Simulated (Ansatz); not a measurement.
Basis sets compared for PtO2 (the lowest singlet isomer of a short search). The state is a singlet with charge 0. Geometry PBE-D4/def2-TZVP. Ansatz on 4 threads of Arm Neoverse V1 on a shared host; times are rough, and most runs start from earlier orbitals.

```xyz
3

Pt    0.000    0.000    0.000
O    -0.155    0.126   -1.700
O     0.155   -0.126    1.700
```

In the def2 sets Pt takes a core potential; there is no spin–orbit coupling. The structure comes from a short search, and lower isomers may exist.

Binding counts from free atoms (Pt triplet, O triplet) in the same basis, without a counterpoise term.

```tsv
level	functions	energy (Eh)	HOMO (eV)	LUMO (eV)	binding per atom (eV)	wall time
PBE-D4/def2-SVP	60	-269.5046	-7.59	-6.04	3.43	0.4 s
PBE-D4/def2-TZVP	102	-269.7049	-7.58	-6.04	3.48	0.65 s
r2SCAN-D4/def2-TZVP	102	-269.7694	-7.95	-6.09	3.14	1.4 s
PBE0-D4/def2-SVP	60	-269.3856	-9.01	-5.28	2.59	0.45 s
```

Q: Estimate the rows for PBE-D4/def2-TZVPD, r2SCAN-D4/def2-TZVPD, PBE0-D4/def2-TZVPD.

A: 
```csv
level,functions,energy (Eh),HOMO (eV),LUMO (eV),binding per atom (eV),wall time
PBE-D4/def2-TZVPD,123,-269.7071,-7.58,-6.06,3.48,0.9 s
r2SCAN-D4/def2-TZVPD,123,-269.7717,-7.93,-6.09,3.15,1.8 s
PBE0-D4/def2-TZVPD,123,-269.5925,-8.95,-5.23,2.71,1 s
```
